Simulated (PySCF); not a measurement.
Atoms are numbered as in `[CH3:1][c:2]1[cH:3][cH:4][c:5]([C:6](=[O:7])[F:8])[c:9]2[cH:10][cH:11][cH:12][cH:13][c:14]12`; H(Xn) means a hydrogen on atom n.

Geometry: PBE0-D3(BJ)/def2-SVP; GIAO absolute shieldings from PySCF 2.14, gas phase, non-relativistic, averaged over equivalent atoms.

At PBE0/pcSseg-1 (283 basis functions, 2.1 min wall time on 1 thread of an Arm Neoverse V1, shared host):
| atoms | σ (ppm) |
| --- | --- |
| C6 | 21.8 |
| C2 | 34.0 |
| C4 | 44.4 |
| C9 | 47.5 |
| C14 | 48.7 |
| C11 | 49.5 |
| C10 | 51.2 |
| C12 | 52.4 |
| C3 | 54.0 |
| C13 | 54.9 |
| C5 | 62.8 |
| C1 | 161.6 |
| O7 | -98.0 |
| F8 | 155.3 |
| H(C10) | 21.13 |
| H(C4) | 22.68 |
| H(C13) | 23.11 |
| H(C11) | 23.32 |
| H(C12) | 23.46 |
| H(C3) | 23.72 |
| H(C1) | 28.45 |

Problem. What do these become at PBE/pcSseg-1?

Solution. 
```
 atoms  σ at PBE/pcSseg-1  change
    C6               19.7    -2.1
    C2               32.6    -1.4
    C4               43.7    -0.7
    C9               45.9    -1.6
   C14               46.4    -2.3
   C11               47.5    -2.0
   C10               48.7    -2.5
   C12               50.2    -2.2
    C3               50.6    -3.4
   C13               52.9    -2.0
    C5               59.6    -3.2
    C1              156.5    -5.1
    O7              -94.6    +3.4
    F8              132.2   -23.1
H(C10)              21.15   +0.02
 H(C4)              22.78   +0.10
H(C13)              23.17   +0.06
H(C11)              23.37   +0.05
H(C12)              23.51   +0.05
 H(C3)              23.74   +0.02
 H(C1)              28.41   -0.04
```

The largest change is at F8 (fluorine bonded to C). Cost: 283 basis functions, 2.4 min wall time on 1 thread of an Arm Neoverse V1, shared host. The order of the carbon signals is the same at both levels.
